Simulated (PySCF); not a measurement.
CH₃AlCl, multiplicity 2. Atoms are numbered in the order given.

```xyz
6

Al     0.7154    -0.4492     0.0000
C     -0.4899    -2.0116     0.0000
H     -1.1307    -1.9602    -0.8849
H     -1.1307    -1.9602     0.8849
H      0.0429    -2.9621     0.0000
Cl    -0.2437     1.4583     0.0000
```
Charge 0, spin multiplicity 2.

Coordinates come from a B3LYP-D3(BJ)/def2-TZVP optimisation. The multiplicity is an assumed one; other spin states were not compared. The isomer is the one that the SMILES or the coordinates give; other isomers of the formula were not compared.

Computed with PBE0/def2-TZVPD in PySCF.

The molecule is in vacuum.

```yaml
total_energy: -742.29810 hartree
point_group: Cs
"α spin, highest occupied and lowest empty level": -5.83 and -1.66 eV
"β spin, highest occupied and lowest empty level": -8.71 and -2.54 eV
dipole_moment: 2.10 D
quadrupole, principal values (traceless, Buckingham form, about the centre of nuclear charge): -2.76, -1.06, 3.82 D·Å
mean_static_polarisability: 64.8 bohr³ (9.61 Å³)
polarisability_principal_values: 57.7, 61.7, 75.1 bohr³
"⟨S²⟩": 0.753 (pure state 0.75)
```
